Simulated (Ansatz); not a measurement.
Gas-phase electronic energies from Ansatz, PBE0-D4/def2-TZVP geometries. CBS: MP2 limit from def2 TZ/QZ plus the TZ coupled-cluster correction, frozen cores. This one scheme is used for every species. DFT in def2-TZVPP. One conformer a species, not always the lowest.

Reaction (ligand exchange at the Si–Cl bond): `FC[SiH](F)Cl` + H₂S → `FC[SiH](F)S` + HCl

`FC[SiH](F)Cl`:

```xyz
8

F     0.168    0.671    1.866
C     0.687    0.088    0.718
Si   -0.643   -0.022   -0.601
F    -1.773   -1.036   -0.134
Cl    0.243   -0.760   -2.283
H     1.071   -0.907    0.970
H     1.529    0.694    0.366
H    -1.283    1.272   -0.902
```

H₂S:

```xyz
3

S    -0.153   -0.598    0.052
H    -0.301    0.318   -0.916
H     0.454    0.280    0.864
```

`FC[SiH](F)S`:

```xyz
9

F    -1.795   -0.144   -0.385
C    -0.910    0.372    0.557
Si    0.847   -0.211    0.196
F     0.970   -1.726    0.688
S     1.250   -0.012   -1.867
H    -1.240    0.045    1.549
H    -0.966    1.465    0.520
H     1.846    0.584    0.945
H    -0.002   -0.373   -2.204
```

HCl:

Z-matrix (Å, degrees):
```
Cl
H 1 1.279
```

```json
{"level": "PBE-D4", "ΔE (kJ/mol)": "32.7"}
{"level": "ωB97X-V", "ΔE (kJ/mol)": "39.4"}
{"level": "CCSD/def2-TZVPP", "ΔE (kJ/mol)": "40.4"}
{"level": "MP2/def2-QZVPP", "ΔE (kJ/mol)": "39.2"}
```

What does CCSD(T)/CBS give? (Estimate.)

The calculation gave: +38.7 kJ/mol. The listed levels differ from it by -6.0, 0.7, 1.7, 0.5 kJ/mol.

Largest T1 diagnostic among the species: 0.012.

In def2-TZVPP, CCSD(T) changes the Hartree–Fock value by −13.4 kJ/mol (the triples alone add −2.1 kJ/mol) and MP2 by −13.0 kJ/mol. The D4 term adds −3.1 kJ/mol with B3LYP and −1.7 kJ/mol with PBE0; it sums over pairs of atoms, weighted by their polarisabilities, and B3LYP, whose exchange is more repulsive, gets the larger term.

B3LYP here is the variant with VWN-RPA as its local correlation; programs differ in this.
